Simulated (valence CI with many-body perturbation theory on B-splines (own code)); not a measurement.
# Co20+: electric-dipole lines

Level of theory: configuration interaction combined with many-body perturbation theory (CI+MBPT): five valence electrons over a frozen Dirac-Fock core [He], a basis of 11 s, 11 p, 10 d, 8 f, 5 g, 2 h functions for each j, with the one-electron correlation potential Σ1 (screened to all orders), the two-electron term Σ2, the three-electron term Σ3, Breit, model QED; selected single and double excitations, second order for the rest, scaled by the run's own slope (own B-spline code, finite nucleus).

No measured spectrum was set against this ion. As an estimate, levels of excited configurations hold to 0.05 to 0.15 % of their energy, terms of the ground configuration to about 0.5 %. Among the levels kept, up to 5400 cm⁻¹ of a level comes from second order outside the variational space, and about a tenth of that is noise between levels of different J, which matters for small intervals.

Lines 201 to 250 of 596 in falling wavelength, among levels below 87.573 Ry, chosen from the strongest by gf and those to the six lowest levels. Wavelengths and rates use the calculated energies, so an error of 700 cm⁻¹ moves a line at 141.5 Å by 0.099 % and its rate by three times that or more. Electric multipoles are in the length gauge, E1 and E2 with the static RPA response of the core. Weak lines are less certain than strong ones. Lines between different terms over intervals too small for the method are left out, as are lines whose strength nearly cancels. Where a level lies close to another of its J and parity, the split of strength between their lines is uncertain. The highest levels of a list are the least certain.

Names give the largest LS component (configuration and term), which can be under half, so a name can repeat, a term be missing and a line seem to break the LS rules; names also repeat where a configuration has a term twice. Letters in brackets count levels of one name in rising energy.

| λ vac (Å) | Upper | Lower | A (s⁻¹) | S (a.u.) |
| --- | --- | --- | --- | --- |
| 141.5 | 2s.2p3.3p 2F_7/2 [a] | 2s2.2p2.3p 2F°_5/2 [a] | 4.81e+09 | 5.39e-02 |
| 136.0 | 2s.2p3.3d 4P°_5/2 [a] | 2s2.2p2.3d 4P_3/2 | 5.25e+09 | 3.91e-02 |
| 134.9 | 2s.2p3.3d 4G°_11/2 | 2s2.2p2.3d 4F_9/2 | 3.98e+09 | 5.79e-02 |
| 133.4 | 2s.2p3.3s 4D°_7/2 | 2s2.2p2.3s 4P_5/2 | 1.01e+10 | 9.43e-02 |
| 133.1 | 2p5 2P°_3/2 | 2s.2p4 2P_3/2 | 2.82e+10 | 1.31e-01 |
| 132.6 | 2s.2p3.3p 4F_9/2 | 2s2.2p2.3p 4D°_7/2 | 5.70e+09 | 6.56e-02 |
| 132.5 | 2s.2p3.3p 4F_5/2 | 2s2.2p2.3p 4D°_3/2 [b] | 6.16e+09 | 4.25e-02 |
| 132.1 | 2s.2p3.3d 4G°_9/2 | 2s2.2p2.3d 4F_7/2 | 4.83e+09 | 5.49e-02 |
| 131.1 | 2p5 2P°_1/2 | 2s.2p4 2P_1/2 | 3.00e+10 | 6.67e-02 |
| 130.9 | 2s.2p3.3p 4F_7/2 | 2s2.2p2.3p 4D°_5/2 | 5.80e+09 | 5.14e-02 |
| 130.8 | 2s.2p3.3p 4D_7/2 [a] | 2s2.2p2.3p 4P°_5/2 | 4.99e+09 | 4.41e-02 |
| 130.2 | 2s.2p3.3s 4D°_5/2 | 2s2.2p2.3s 4P_3/2 | 1.43e+10 | 9.38e-02 |
| 130.1 | 2s.2p3.3p 4D_3/2 [a] | 2s2.2p2.3p 2S°_1/2 | 9.94e+09 | 4.32e-02 |
| 130.0 | 2s.2p4 2D_5/2 | 2s2.2p3 2P°_3/2 | 5.76e+09 | 3.75e-02 |
| 125.1 | 2s.2p4 4P_5/2 | 2s2.2p3 4S°_3/2 | 1.26e+10 | 7.33e-02 |
| 124.7 | 2p5 2P°_3/2 | 2s.2p4 2S_1/2 | 9.20e+09 | 3.52e-02 |
| 123.0 | 2s.2p3.3d 4F°_3/2 [a] | 2s2.2p2.3d 4F_3/2 | 1.03e+10 | 3.77e-02 |
| 121.9 | 2s.2p3.3p 4P_3/2 [b] | 2s2.2p2.3p 4P°_1/2 | 9.47e+09 | 3.39e-02 |
| 120.9 | 2s.2p4 2D_3/2 | 2s2.2p3 2P°_1/2 | 2.72e+09 | 9.48e-03 |
| 118.0 | 2s.2p3.3s 4D°_3/2 | 2s2.2p2.3s 4P_1/2 | 1.23e+10 | 4.00e-02 |
| 117.4 | 2s.2p3.3p 2P_3/2 [a] | 2s2.2p2.3p 4D°_3/2 [a] | 1.02e+10 | 3.27e-02 |
| 116.1 | 2s.2p3.3p 4F_3/2 | 2s2.2p2.3p 4D°_1/2 | 1.36e+10 | 4.20e-02 |
| 113.7 | 2p5 2P°_1/2 | 2s.2p4 2P_3/2 | 3.82e+10 | 5.56e-02 |
| 113.7 | 2s.2p4 4P_3/2 | 2s2.2p3 4S°_3/2 | 1.90e+10 | 5.51e-02 |
| 112.5 | 2s.2p3.3d 4P°_3/2 [a] | 2s2.2p2.3d 4F_5/2 [a] | 1.22e+10 | 3.42e-02 |
| 112.2 | 2s.2p3.3d 4F°_9/2 [b] | 2s2.2p2.3d 4F_9/2 | 1.33e+10 | 9.27e-02 |
| 112.0 | 2s.2p3.3d 2D°_5/2 [b] | 2s2.2p2.3d 2D_5/2 [a] | 7.29e+09 | 3.04e-02 |
| 112.0 | 2s.2p3.3d 2F°_7/2 [b] | 2s2.2p2.3d 2F_7/2 [b] | 1.49e+10 | 8.29e-02 |
| 111.5 | 2s.2p3.3p 2D_5/2 [b] | 2s2.2p2.3p 2F°_5/2 [a] | 1.67e+10 | 6.86e-02 |
| 111.0 | 2s.2p3.3d 2G°_7/2 [b] | 2s2.2p2.3d 2F_7/2 [d] | 6.18e+09 | 3.34e-02 |
| 110.8 | 2s.2p3.3p 4D_7/2 [b] | 2s2.2p2.3p 4D°_7/2 | 1.96e+10 | 1.05e-01 |
| 110.7 | 2s.2p4 4P_1/2 | 2s2.2p3 4S°_3/2 | 2.12e+10 | 2.84e-02 |
| 110.2 | 2s.2p3.3p 2F_5/2 [b] | 2s2.2p2.3p 2D°_5/2 | 1.24e+10 | 4.94e-02 |
| 110.0 | 2s.2p3.3s 4P°_5/2 | 2s2.2p2.3s 4P_5/2 | 2.26e+10 | 8.88e-02 |
| 109.7 | 2s.2p3.3d 2D°_5/2 [b] | 2s2.2p2.3d 2F_7/2 [b] | 8.70e+09 | 3.40e-02 |
| 108.9 | 2s.2p3.3p 4S_3/2 | 2s2.2p2.3p 4P°_5/2 | 1.36e+10 | 3.47e-02 |
| 108.9 | 2s.2p3.3d 2F°_7/2 [c] | 2s2.2p2.3d 2F_7/2 [d] | 2.27e+10 | 1.16e-01 |
| 108.9 | 2s.2p3.3d 4F°_7/2 [c] | 2s2.2p2.3d 4F_7/2 | 8.06e+09 | 4.11e-02 |
| 108.8 | 2s.2p3.3s 4P°_1/2 | 2s2.2p2.3s 4P_3/2 | 2.99e+10 | 3.80e-02 |
| 108.5 | 2s.2p3.3d 4D°_7/2 [c] | 2s2.2p2.3d 4F_9/2 | 5.84e+09 | 2.94e-02 |
| 108.2 | 2s.2p3.3p 4D_3/2 [b] | 2s2.2p2.3p 4D°_3/2 [b] | 1.64e+10 | 4.11e-02 |
| 108.2 | 2s.2p3.3p 4D_5/2 [b] | 2s2.2p2.3p 4D°_5/2 | 1.28e+10 | 4.82e-02 |
| 107.8 | 2s.2p3.3d 4D°_7/2 [c] | 2s2.2p2.3d 2F_7/2 [a] | 1.22e+10 | 6.06e-02 |
| 107.8 | 2s.2p3.3s 2P°_3/2 [a] | 2s2.2p2.3s 2P_3/2 | 2.73e+10 | 6.75e-02 |
| 107.6 | 2s.2p3.3d 4D°_5/2 [c] | 2s2.2p2.3d 2F_7/2 [a] | 7.75e+09 | 2.86e-02 |
| 107.2 | 2s.2p3.3s 4P°_3/2 | 2s2.2p2.3s 4P_3/2 | 1.59e+10 | 3.88e-02 |
| 107.0 | 2s.2p3.3d 2P°_3/2 | 2s2.2p2.3d 2D_5/2 [a] | 1.96e+10 | 4.75e-02 |
| 106.9 | 2s.2p3.3d 2G°_9/2 [b] | 2s2.2p2.3d 2G_9/2 | 3.81e+10 | 2.30e-01 |
| 106.7 | 2s.2p4 2D_5/2 | 2s2.2p3 2D°_5/2 | 3.21e+10 | 1.16e-01 |
| 106.7 | 2s.2p3.3p 2D_5/2 [d] | 2s2.2p2.3p 2P°_3/2 [c] | 1.82e+10 | 6.53e-02 |
